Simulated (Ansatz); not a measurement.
The cluster Mg3Te3, relaxed as a triplet with UKS PBE0-D4/def2-SVP in Ansatz, starting from the PBE0-D4/def2-SVP geometry of the neutral singlet. Force threshold 0.02 eV/Å.

In the def2 sets Te takes a core potential; there is no spin–orbit coupling. At PBE0-D4/def2-SVP a singlet of charge 0 lies 2.30 eV below the triplet, each at its own geometry. The structure comes from a short search, and lower isomers may exist.

Start:

```xyz
6

Mg   -1.303    1.162   -0.896
Mg   -0.486   -1.840    0.478
Mg    1.783    0.676    0.417
Te   -2.715   -1.037   -0.650
Te    0.740    2.800   -0.719
Te    1.981   -1.762    1.369
```

```tsv
step	energy (eV)	largest force component (eV/Å)	SCF passes
1	-38204.6400	0.839	82
2	-38204.9421	0.356	35
3	-38205.0407	0.192	37
4	-38205.0958	0.196	30
5	-38205.1229	0.123	34
6	-38205.1406	0.039	33
7	-38205.1449	0.019	34
8	-38205.1577	0.069	33
9	-38205.2077	0.204	37
10	-38205.2937	0.207	36
11 (rejected)	-38205.2784	0.515	29
12	-38205.3159	0.114	33
13	-38205.3170	0.073	35
14	-38205.3173	0.051	33
15	-38205.3203	0.004	37
```

Force components are those of the run's own axes.

End:

```xyz
6

Mg   -1.5509    1.9034   -1.2675
Mg   -0.3187   -2.6242    0.8044
Mg    0.7542    0.2920    0.1896
Te   -1.8945   -0.7163   -0.4386
Te    0.8838    2.8547   -0.6883
Te    2.1261   -1.7097    1.4004
```

Bonds formed: Mg3–Te4 (atoms count from 1).

The force fell under the threshold at step 7, but the optimiser went on and released 0.175 eV more. No frequencies were taken in this run, so the end may be a saddle point.

Run time 93 s (4 threads of Arm Neoverse V2 on a shared host), peak host memory 0.82 GiB.
